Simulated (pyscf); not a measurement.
Single points on ωB97X-D3(BJ)/def2-SVP structures (PySCF, gas phase). Singlets are restricted, triplets unrestricted.

Singlet (Å):
```xyz
11

Si     0.8668     0.2428    -0.4893
Se     0.4478    -1.4862     0.9307
Ge    -1.6174    -2.4286     0.2863
Se    -2.9828    -0.7055    -0.5703
Si    -2.4380     1.2018     0.5464
H      0.7820     1.5433     0.2288
H      2.2575     0.0495    -0.9828
H     -0.0945     0.2230    -1.6227
H     -1.7521     2.1621    -0.3597
H     -1.5670     0.8874     1.7090
H     -3.7227     1.7977     1.0043
```

Triplet (Å):
```xyz
11

Si     0.5414    -0.1533     3.0752
Se     1.2491    -0.8127     1.0061
Ge     0.1821     1.0033    -0.0193
Se    -2.1317     0.8692    -0.3604
Si    -1.8582    -0.4662    -2.1931
H      0.9366    -1.2300     4.0278
H     -0.9375     0.0081     3.0721
H      1.1923     1.1274     3.4593
H     -1.2042     0.2930    -3.2918
H     -1.0343    -1.6513    -1.8323
H     -3.2207    -0.8998    -2.6158
```

### Question
For these two minima of H₃Si–Se–Ge:–Se–SiH₃, which spin state lies lower at ωB97X-D3(BJ)/def2-TZVP, and by how much (electronic energies)?

### Answer
The singlet, by 156.4 kJ/mol. Zero-point energy shifts E(triplet) − E(singlet) by -1.4 kJ/mol. The 7 functionals that were run give +133.1 (M06-2X) to +160.9 kJ/mol (B3LYP-D3(BJ)). Other isomers of H₃Si–Se–Ge:–Se–SiH₃ [singlet] were not searched in full and may lie lower. 

E(triplet) − E(singlet) by level (kJ/mol):

```csv
level,gap
ωB97X-D3(BJ)/def2-TZVP,+156.4
PBE/def2-TZVP,+145.4
r²SCAN/def2-TZVP,+135.1
B3LYP-D3(BJ)/def2-TZVP,+160.9
PBE0-D3(BJ)/def2-TZVP,+143.8
M06-2X/def2-TZVP,+133.1
ωB97M-D3(BJ)/def2-TZVP,+159.7
HF/def2-TZVP,+85.0
```

The triplet is the lowest one reached from the SCF start used. Elements up to Kr have no core potential and no relativistic terms here.
